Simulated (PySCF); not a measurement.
Gas-phase equilibrium of 1 mol ZnCl2, 11 mol H2O at 800 K and 0.00100 bar, among 18 species (ClO, O2, HCl, O, HO2, Zn, H2O, H, Zn(OH)2, HOCl, H2O2, O3, H2, ZnH2, ZnCl2, Cl, Cl2, OH). Only gases are allowed; each row takes one source of thermochemistry for all species, and Cantera finds the minimum.

Method: PySCF energies plus ideal-gas RRHO corrections (1 bar). † marks an energy on the PBE0/def2-TZVP geometry and frequencies; other levels use their own. 6-31G* has spherical d functions here. Open shells (unrestricted) among the columns below: O2 (multiplicity 3); the rest are closed-shell singlets. B3LYP is the form with VWN-RPA correlation. Zn: all electrons, no relativistic terms. No R ln 2 is added for the mirror-image form of Zn(OH)2. Zn(OH)2: computed as isolated molecules; such fragments, hydroxides, amides, oligomers or adducts are transient or little studied in the gas. The harmonic model lacks anharmonicity and excited electronic states, which grow with temperature; levels with a mode under 35 cm⁻¹ are left out. Soft modes under 120 cm⁻¹ make the harmonic entropy rough for ZnCl2.

Molecules larger than those listed are left out. Table species left out: Zn+.

Mole fractions:

```json
[
 {"thermochemistry": "B3LYP/6-31G*", "x H2O": "0.91", "x ZnCl2": "0.082", "x HCl": "0.0021", "x Zn(OH)2": "0.0010", "x Zn": "3.0e-10", "x H2": "1.8e-5", "x O2": "9.1e-6"},
 {"thermochemistry": "PBE/def2-SVP", "x H2O": "0.92", "x ZnCl2": "0.083", "x HCl": "0.00035", "x Zn(OH)2": "0.00016", "x Zn": "2.0e-5", "x H2": "1.8e-6", "x O2": "1.1e-5"},
 {"thermochemistry": "PBE0/def2-TZVP", "x H2O": "0.92", "x ZnCl2": "0.083", "x HCl": "0.00011", "x Zn(OH)2": "4.7e-5", "x Zn": "6.7e-6", "x H2": "2.9e-8", "x O2": "3.4e-6"},
 {"thermochemistry": "ωB97X-V/def2-TZVP†", "x H2O": "0.92", "x ZnCl2": "0.083", "x HCl": "0.00016", "x Zn(OH)2": "7.8e-5", "x Zn": "8.2e-7", "x H2": "1.6e-7", "x O2": "4.9e-7"}
]
```
The most sensitive of these is Zn: it spans a factor of 10^4.8 over these rows; at this temperature one factor of ten is RT ln 10 = 15 kJ/mol.
